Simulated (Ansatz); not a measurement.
CH6ClGeNO (`C[NH][GeH]([OH])[Cl]`). Total charge 0; spin multiplicity 1. Correlated methods include outer-core shells of Ge, which these sets cover unevenly. Scalar relativity is left out up to krypton.

| atom | x (Å) | y (Å) | z (Å) |
| --- | --- | --- | --- |
| C1 | 0.004 | -0.746 | 1.341 |
| N2 | -0.633 | -0.610 | 0.041 |
| Ge3 | -0.193 | 0.769 | -1.048 |
| O4 | 1.511 | 0.596 | -1.483 |
| Cl5 | -0.229 | 2.686 | -0.071 |
| H6 | -0.386 | -0.056 | 2.097 |
| H7 | 1.075 | -0.556 | 1.242 |
| H8 | -0.113 | -1.768 | 1.712 |
| H9 | -1.624 | -0.804 | 0.073 |
| H10 | -1.140 | 0.814 | -2.251 |
| H11 | 1.728 | -0.324 | -1.655 |

Question: Give the diagnostics of a CCSD(T)/def2-TZVPP run (frozen core, Ansatz 0.2.0). (Best estimate.)

Answer: Computed: T1 = 0.0108, largest single amplitude 0.014, largest double 0.016, (T) share of the correlation energy 3.7 %, 9 CCSD cycles. The RHF solution is stable towards an unrestricted one. T1 lies under the customary mark of 0.02 for closed shells.
